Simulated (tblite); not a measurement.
Compound: C6H9O2P.
Geometry (GFN2-xTB, Å), atoms numbered from 1 in this order:
```
atom  x, y, z in Å
C1     2.7599   -0.4201    1.0894
C2     1.9184   -0.3173    0.2385
P3     0.7512   -0.1817   -1.0961
O4     1.3264   -0.3457   -2.4331
C5    -0.0852    1.4191   -0.7804
C6    -0.8493    1.3695    0.5415
O7    -1.8050    0.3381    0.5863
C8    -1.2471   -0.9517    0.6538
C9    -0.5649   -1.3759   -0.6455
H10    3.4850   -0.5075    1.8465
H11    0.6496    2.2266   -0.7788
H12   -0.7706    1.5791   -1.6175
H13   -1.4148    2.2950    0.6853
H14   -0.1358    1.2568    1.3730
H15   -2.0856   -1.6186    0.8753
H16   -0.5228   -1.0049    1.4818
H17   -1.2778   -1.3762   -1.4749
H18   -0.1405   -2.3779   -0.5567
```

Calculated harmonic vibrations of the isolated species, GFN2-xTB (tblite), most abundant isotopes, no scaling. Against measured fundamentals such values can be off by several per cent, at times by over 20. One conformer, not necessarily the lowest.

Harmonic wavenumbers (cm⁻¹): 81.0, 97.7, 144.8, 176.2, 240.3, 264.1, 326.5, 356.1, 385.9, 411.1, 416.1, 543.0, 604.9, 668.9, 671.6, 701.0, 730.2, 803.2, 842.0, 904.6, 943.0, 966.8, 1001.5, 1042.1, 1091.8, 1126.5, 1127.9, 1179.6, 1218.5, 1259.7, 1277.2, 1297.4, 1332.1, 1342.5, 1410.8, 1415.7, 1456.7, 1463.2, 2208.9, 2859.2, 2859.6, 2951.0, 2955.3, 2959.6, 2960.1, 2967.3, 2969.8, 3362.8.

A = 1922, B = 1241, C = 1113 MHz; mass 144.034 u (most abundant isotopes); point group Cs, symmetry number 1.

Zero-point energy?

½Σν̃ = 30188 cm⁻¹ = 361.13 kJ/mol.

Entropy at 500 K, 1 bar (ideal gas, RRHO, classical rotation)?

Translation 181.59, rotation 128.55, vibration 187.51: S = 497.7 J/(mol K).

And Cp and H(500 K) − H(0)?

Cp = 233.79 J/(mol K), of which vibrations give 200.53 (their classical limit is 48 R = 399.1); H(500 K) − H(0) = 67.68 kJ/mol without the zero-point energy, 51.05 from vibrations.

How do the functions run with temperature in this model?

| T (K) | S (J/(mol K)) | Cp (J/(mol K)) | H − H(0) (kJ/mol) | G − H(0) (kJ/mol) | ln q(vib) |
| --- | --- | --- | --- | --- | --- |
| 150 | 312.7 | 93.3 | 8.96 | -37.96 | 1.95 |
| 250 | 370.7 | 137.4 | 20.49 | -72.19 | 4.20 |
| 298.15 | 396.7 | 158.6 | 27.62 | -90.67 | 5.34 |
| 400 | 449.3 | 200.0 | 45.93 | -133.78 | 7.82 |
| 600 | 542.8 | 261.2 | 92.47 | -233.20 | 12.72 |
| 900 | 660.5 | 318.0 | 180.11 | -414.30 | 19.71 |

q(vib) and H(0) count from the zero-point level.

Which modes carry the vibrational entropy at 500 K?

81.0 cm⁻¹: 20.44; 97.7 cm⁻¹: 18.89; 144.8 cm⁻¹: 15.65; 176.2 cm⁻¹: 14.05; 240.3 cm⁻¹: 11.55; 264.1 cm⁻¹: 10.79 J/(mol K); the other 42 give 96.14 together.

Blend soft modes into free rotors: weight 1/[1 + (100 cm⁻¹/ν̃)⁴] for the oscillator and the rest for a rotor with moment μB/(μ + B), μ = h/(8π²ν), B = 10⁻⁴⁴ kg m². What vibrational entropy results?

180.41 J/(mol K) in place of 187.51, which changes −T·S at 500 K by +3.55 kJ/mol.

Hindered rotation and anharmonicity are outside this model. Other conformers, if any are populated, would add a mixing term that is left out.
